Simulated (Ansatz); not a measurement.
Be₂S₂⁻. Total charge -1; doublet. Geometry PBE0-D4/def2-TZVPD.

Cartesian coordinates in Å:
```
Be -0.478 -0.718 0.558
Be 0.478 0.718 -0.558
S -0.710 1.183 0.914
S 0.710 -1.183 -0.914
```

At PBE-D4/def2-TZVPD, r2SCAN-D4/def2-TZVPD, B97M-V/def2-TZVPD, r2SCANh-D4/def2-TZVPD the highest occupied level of the charge -1 doublet lies above zero (up to 0.64 eV). By energy differences its removal costs 1.44 eV (vertical, to the charge 0 singlet, at CCSD(T)/def2-TZVPPD). The structure comes from a short search, and lower isomers may exist.

Task: Estimate the α-spin orbital energies around the gap (eV) in Ansatz with PBE-D4/def2-TZVPD, r2SCAN-D4/def2-TZVPD, B97M-V/def2-TZVPD, r2SCANh-D4/def2-TZVPD, PBE0-D4/def2-TZVPD.

Result: 
| orbital | PBE-D4/def2-TZVPD | r2SCAN-D4/def2-TZVPD | B97M-V/def2-TZVPD | r2SCANh-D4/def2-TZVPD | PBE0-D4/def2-TZVPD |
| --- | --- | --- | --- | --- | --- |
| HOMO−13 | -149.23 | -151.90 | -153.21 | -154.27 | -155.88 |
| HOMO−12 | -149.21 | -151.89 | -153.19 | -154.26 | -155.86 |
| HOMO−11 | -149.21 | -151.89 | -153.19 | -154.26 | -155.86 |
| HOMO−10 | -99.97 | -102.51 | -104.88 | -104.60 | -105.87 |
| HOMO−9 | -99.96 | -102.50 | -104.87 | -104.58 | -105.86 |
| HOMO−8 | -12.34 | -13.09 | -13.46 | -13.88 | -14.59 |
| HOMO−7 | -11.59 | -12.27 | -12.67 | -13.03 | -13.75 |
| HOMO−6 | -4.27 | -4.61 | -4.73 | -5.12 | -5.68 |
| HOMO−5 | -3.09 | -3.43 | -3.46 | -3.88 | -4.34 |
| HOMO−4 | -2.60 | -2.84 | -2.98 | -3.25 | -3.72 |
| HOMO−3 | -2.37 | -2.60 | -2.65 | -3.04 | -3.54 |
| HOMO−2 | -2.10 | -2.32 | -2.44 | -2.75 | -3.25 |
| HOMO−1 | -1.06 | -1.26 | -1.37 | -1.66 | -2.11 |
| HOMO | 0.56 | 0.40 | 0.64 | 0.18 | -0.02 |
| LUMO | 2.05 | 2.12 | 2.05 | 2.29 | 2.46 |
| LUMO+1 | 3.11 | 3.44 | 2.99 | 3.61 | 3.47 |
| LUMO+2 | 3.12 | 3.62 | 3.09 | 3.68 | 3.54 |
| LUMO+3 | 3.19 | 3.69 | 3.12 | 3.75 | 3.64 |
| LUMO+4 | 3.23 | 3.83 | 3.16 | 3.88 | 3.69 |
| LUMO+5 | 3.42 | 3.84 | 3.28 | 3.97 | 3.83 |
| β HOMO | -1.08 | -1.31 | -1.38 | -1.71 | -2.16 |
| β LUMO | 1.79 | 2.19 | 1.56 | 2.33 | 2.42 |
